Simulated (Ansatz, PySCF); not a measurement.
Reaction R1 + 2 R2 + R3 → 3 P1 + P2, each structure at its B3LYP-D3(BJ)/def2-TZVP stationary point, reached from a drawn start (curvature not checked).
P1, H2 (SMILES [H][H]) (charge 0, multiplicity 1):
```xyz
2

H      0.00000     0.00000     0.37199
H      0.00000     0.00000    -0.37199
```
R1: HCl (SMILES Cl), charge 0, multiplicity 1.
R2: HF (SMILES F), charge 0, multiplicity 1.
R3, SiH4 (SMILES [SiH4]) (charge 0, multiplicity 1, Z-matrix in Å and degrees):
```
Si
H 1 1.4803
H 1 1.4803 2 109.47
H 1 1.4803 2 109.47 3 120.00
H 1 1.4803 2 109.47 3 -120.00
```
P2, ClF2HSi (SMILES F[SiH](F)Cl) (charge 0, multiplicity 1):
```xyz
5

Si    -0.083     0.004     0.057
F     -0.822    -1.210    -0.638
F     -0.650     1.338    -0.579
Cl     1.904    -0.121    -0.331
H     -0.350    -0.011     1.492
```

P less R. No zero-point or thermal terms.

Frozen-core correlation throughout.

The values were computed with Ansatz (a quantum-chemistry and plane-wave program) with Gaussian orbitals; PySCF for the D3/D4 terms. No computed number here is a measurement.

```json
[
 {"level": "HF/cc-pV(T+d)Z", "reaction energy (kcal/mol)": "-75.16"},
 {"level": "SVWN5/def2-TZVPP", "reaction energy (kcal/mol)": "-73.80"},
 {"level": "BLYP-D3(BJ)/def2-TZVPP", "reaction energy (kcal/mol)": "-77.99"},
 {"level": "PBE0-D3(BJ)/def2-TZVPP", "reaction energy (kcal/mol)": "-73.15"},
 {"level": "CAM-B3LYP-D4/def2-TZVPP", "reaction energy (kcal/mol)": "-78.07"},
 {"level": "CCSD/cc-pV(D+d)Z", "reaction energy (kcal/mol)": "-60.83"},
 {"level": "CCSD/cc-pV(T+d)Z", "reaction energy (kcal/mol)": "-75.13"},
 {"level": "CCSD(T)/cc-pV(T+d)Z", "reaction energy (kcal/mol)": "…"},
 {"level": "CCSD(T)/cc-pV(Q+d)Z", "reaction energy (kcal/mol)": "…"}
]
```

Question: Some entries are withheld; supply them.

Answer: 
- CCSD(T)/cc-pV(T+d)Z, reaction energy (kcal/mol): -76.60
- CCSD(T)/cc-pV(Q+d)Z, reaction energy (kcal/mol): -78.77
